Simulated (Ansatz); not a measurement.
BH₆NOSi from Hartree–Fock to CCSD(T)

Z-matrix (Å, degrees):
```
B
N 1 1.640
Si 1 1.941 2 62.2
H 1 1.198 2 112.2 3 109.8
H 1 1.197 2 112.2 3 -111.4
H 2 1.010 1 117.7 3 -115.3
H 2 1.011 1 115.1 3 111.4
O 3 1.648 1 124.1 2 -88.8
H 3 1.491 1 126.2 2 79.1
H 8 0.959 3 117.2 1 149.1
```

Total charge 0; spin multiplicity 1. The bonds changed during the relaxation, so this is another structure than the one it started from. The geometry is a stationary point of PBE0-D4/def2-TZVP. It is one conformer, not always the lowest. Frozen core, restricted reference, Ansatz 0.2.0. CBS rows extrapolate triple and quadruple zeta; past MP2 they add the triple-zeta difference.

```tsv
basis	HF (Eh)	MP2 corr.
def2-SVP	-446.23794	-0.55750
def2-TZVPP	-446.53781	-0.69894
def2-QZVPP	-446.55461	-0.75009
```

Q: Estimate the CCSD correlation energy and the (T) correction in each basis where they were run (hartree).

A: 
```
     basis  CCSD corr.       (T)
  def2-SVP    -0.59983  -0.01590
def2-TZVPP    -0.73343  -0.02787
 CBS(def2)    -0.82245     as TZ
```
